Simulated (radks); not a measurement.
Neutral rhenium, 75 electrons, occupied as [Xe] 4f14 5d5 6s2 (the NIST ground configuration). All-electron calculation, scalar-relativistic Kohn-Sham, PBE, spin-polarised, spherical densities, finite nucleus; open shells are filled with parallel spins first (spin-orbit coupling, left out, can overturn this in heavy ions); Fermi nuclear charge, rms radius 5.3698 fm; hard spherical wall at 8 bohr. Program: a radial shooting solver on a logarithmic mesh with Libxc functionals.

Radial electron density D(r) = 4 pi r^2 rho(r):

```
   r/bohr * D(r) (the largest magnitude, 138, reaches the edge; | marks zero)
 0.001887 |       *
 0.002197 |         *
 0.002558 |           *
 0.002954 |              *
 0.003439 |                 *
 0.004004 |                    *
 0.004624 |                       *
 0.005383 |                           *
 0.006266 |                               *
 0.007237 |                                  *
 0.008425 |                                     *
  0.00973 |                                       *
  0.01133 |                                        *
  0.01319 |                                        *
  0.01523 |                                       *
  0.01773 |                                     *
  0.02064 |                                    *
  0.02384 |                                   *
  0.02775 |                                    *
   0.0323 |                                        *
  0.03731 |                                            *
  0.04343 |                                                  *
  0.05016 |                                                     *
  0.05839 |                                                      *
  0.06798 |                                                   *
  0.07851 |                                              *
   0.0914 |                                          *
   0.1064 |                                          *
   0.1229 |                                             *
   0.1431 |                                                 *
   0.1652 |                                                 *
   0.1923 |                                           *
   0.2239 |                                  *
   0.2586 |                           *
    0.301 |                         *
   0.3504 |                            *
   0.4047 |                              *
   0.4712 |                            *
   0.5485 |                      *
   0.6335 |                *
   0.7374 |          *
   0.8517 |        *
   0.9915 |      *
    1.154 |     *
    1.333 |   *
    1.552 |  *
    1.807 | *
    2.086 |*
    2.429 |*
    2.828 |*
    3.266 *
    3.802 *
     4.39 *
    5.111 *
     5.95 *
    6.872 *
```

D(r) has 4 maxima, at r = 0.0122, 0.0557, 0.155, 0.408 bohr, and minima at 0.0235, 0.0998, 0.289 bohr, inside which lie 1.90, 11.03, 29.92 electrons.
